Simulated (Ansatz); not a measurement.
This geometry of BCl$_{2}$FH$_{2}$O (7 atoms, charge 0, multiplicity 1) is a first-order saddle point.

Theory: RKS revPBE/def2-SVP (Ansatz 0.2.0).

```xyz
7
Properties=species:S:1:pos:R:3
B -0.021 -0.318 -0.088
Cl -0.110 0.178 2.092
F 1.169 0.118 -0.507
Cl -1.513 0.235 -0.916
O -0.026 -1.761 0.347
H -0.895 -2.160 0.133
H -0.076 -1.252 1.505
```

Question: Which two structures does it join? (They come from a converged band through this point; their orientation in space is the band's.)

Answer: Bonds broken: B1–Cl2, O5–H7. Bonds formed: Cl2–H7. BCl2FH2O becomes BClFHO + ClH.

Initial state:

```xyz
7
Properties=species:S:1:pos:R:3
B 0.002 -0.080 0.150
Cl -0.086 0.581 1.868
F 1.170 0.124 -0.493
Cl -1.519 0.151 -0.865
O -0.030 -1.795 0.433
H -0.896 -2.075 0.060
H -0.113 -1.868 1.411
```

Final state:

```xyz
7
Properties=species:S:1:pos:R:3
B -0.199 -0.332 -0.806
Cl 0.493 -0.985 3.573
F 0.838 0.503 -0.813
Cl -1.234 -0.466 -2.246
O -0.430 -1.066 0.324
H -1.208 -1.647 0.245
H 0.268 -0.969 2.288
```

Question: How far does it lie above each of them?

Answer: 0.58 eV above the first and 0.88 eV above the second. This is the barrier of this one path; another mechanism may lie lower. The orbitals stay closed-shell, which can raise the energy where a bond breaks towards radicals; this wasn't checked here.

The run took 100 s on 2 threads of Arm Neoverse V1 (shared host), peak memory 0.12 GiB.
